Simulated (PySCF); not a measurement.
## Broadened absorption spectrum of C5H4F4O

Species: C5H4F4O.
InChI=1S/C5H4F4O/c1-4(5(7,8)9)10-3-2-6/h2-3H,1H2/b3-2-

Level of theory: TDDFT PBE0/def2-SVPD, vertical, gas phase, core orbitals frozen in the response in PySCF. Geometry: GFN2-xTB, one conformer, isolated molecule. Torsions of this conformer, `[CH2:1]=[C:2]([O:3]/[CH:4]=[CH:5]\[F:6])[C:7]([F:8])([F:9])[F:10]`: C1–C2–O3–C4 32°, C2–O3–C4–C5 29°, C1–C2–C7–F8 -125°.

Broadening: Gaussians 0.3 eV wide at half height, area fixed by f = 4.319×10⁻⁹ ∫ε dν̃. The width is an assumption, not a result. The curve ends short of the highest state used, and states not computed would add to its high-energy end.

```csv
λ (nm),ε (L mol⁻¹ cm⁻¹)
177.8,73
179.6,248
181.3,692
183.1,1552
184.8,2599
186.6,3587
188.3,4147
190.1,4396
191.8,4472
193.5,4373
195.3,3905
197.0,3088
198.8,2052
200.5,1191
202.3,571
204.0,261
205.8,162
207.5,263
209.3,640
211.0,1372
212.8,2637
214.5,4225
216.3,6004
218.0,7325
219.8,7905
221.5,7527
223.3,6325
225.0,4808
226.8,3218
228.5,1993
230.3,1085
232.0,558
233.8,252
235.5,109
237.3,42
239.0,15
```

**Question.** Locate the maxima and give the states behind the curve.

**Answer.** 220 nm (5.64 eV), ε about 7900, made up of S1 (100%); 192 nm (6.46 eV), ε about 4500, made up of S2 (64%) and S3 (36%) (ε in L mol⁻¹ cm⁻¹; maxima over ε = 5, shares over 10%). The states used: S1 5.64 eV (f 0.088); S2 6.37 eV (f 0.040); S3 6.61 eV (f 0.037); S4 7.35 eV (f 0.0092); S5 7.51 eV (f 0.145); S6 7.57 eV (f 0.083).

**Question.** What would ε be at 5.64 eV, the highest of these maxima, with half the width (0.15 eV)?

**Answer.** About 15800 L mol⁻¹ cm⁻¹ against 7910, a factor of about 2.00; a lone state at its own centre would give exactly 2.

**Question.** Coming from long wavelengths, where does ε first pass 100 L mol⁻¹ cm⁻¹?

**Answer.** At about 236 nm (5.26 eV), 0.38 eV below S1.

**Question.** On this curve, what absorbance would a 10⁻⁵ mol/L sample give at 193 nm over a 1 cm path?

**Answer.** 193 nm is 6.424 eV, where ε is about 4400 L mol⁻¹ cm⁻¹, so A = ε c l ≈ 0.044 (Beer–Lambert, with the gas-phase spectrum and the assumed width).
